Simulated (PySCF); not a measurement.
## OsSe: from constants to spectrum

revPBE constants of OsSe, ⁵Σ⁺ (quintet), unpaired electrons π ↑↑, δ ↑↑ (Os def2-TZVPP with ECP60, Se def2-TZVPP; scalar-relativistic core potentials (PySCF 2.14); masses 191.9615 and 79.9165 u):

* ωe: 334.0 cm⁻¹
* ωexe: 0.675 cm⁻¹
* Be: 0.059859 cm⁻¹
* αe: 0.000157 cm⁻¹
* D (centrifugal): 7.69e-09 cm⁻¹

Problem. Give the vibrational terms G(v) and spacings up to v = 6.

Solution. G(v) = ωe(v+½) − ωexe(v+½)².

```csv
v,G(v) (cm⁻¹),G(v) − G(v−1),Bv (cm⁻¹)
0,166.8,,0.05978
1,499.5,332.6,0.05962
2,830.8,331.3,0.05947
3,1160.7,330.0,0.05931
4,1489.3,328.6,0.05915
5,1816.6,327.2,0.05900
6,2142.5,325.9,0.05884
```

De is left out where the level can put another filling of the metal’s s and d shells below the measured ground configuration, by anything from nothing to about 1 eV. Spin–orbit coupling is left out, which matters for elements this heavy, above all for dissociation energies. The state is the lowest single determinant that the PBE0 search found; with open d or f shells the true ground state can be another one.
